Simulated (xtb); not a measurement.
CH6N, SMILES [NH3+]C, charge +1. All values are semi-empirical tight-binding results from xtb (GFN2-xTB unless named), good for trends rather than for accurate numbers. The structure is a stationary point at GFN2-xTB.

Computed properties:
The point group as xtb finds it comes out as C3v and the orbital gap is 11.11 eV. The zero-point energy is 47.1 kcal/mol and the G − E(el) at 298.15 K (modified RRHO) comes out as 33.2 kcal/mol. The static polarisability (D4 model) comes out as 24.0 bohr³. The solvation energy, GFN2-xTB/ALPB(water) is -74.4 kcal/mol and the solvation energy, GFN2-xTB/ALPB(chcl3) is -58.7 kcal/mol.

**Question.** Give the IR lines (harmonic; lines under 4 % of the strongest left out, lines within 3 cm⁻¹ merged). (An estimate is asked for; the answer gives what the named calculation found.)

**Answer.** ν (cm⁻¹): 877 (s), 1184 (w), 1366 (vs), 1425 (w), 1430 (vs), 1445 (w), 3234 (vs), 3247 (w) (against the strongest line: vs over 80 %, s over 45 %, m over 15 %, w over 4 %, vw less)
